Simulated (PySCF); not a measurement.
AlOBr, SMILES [O]=[Al][Br].

Coordinates come from a PBE-D3(BJ)/def2-TZVP optimisation.

Method: PBE-D3(BJ)/def2-TZVP in PySCF.

Frequencies are harmonic and unscaled.

Modes within 1.5 cm⁻¹ of each other (mostly degenerate sets) share a row, with their intensities summed.

```
mode  ν (cm⁻¹)  IR (km/mol)  moving atoms (share of kinetic energy)
----  --------  -----------  --------------------------------------
1–2        157         99.1                         Al 61 %, O 35 %
3          359         16.8                Br 35 %, Al 35 %, O 31 %
4         1067         73.6                         O 56 %, Al 44 %
```
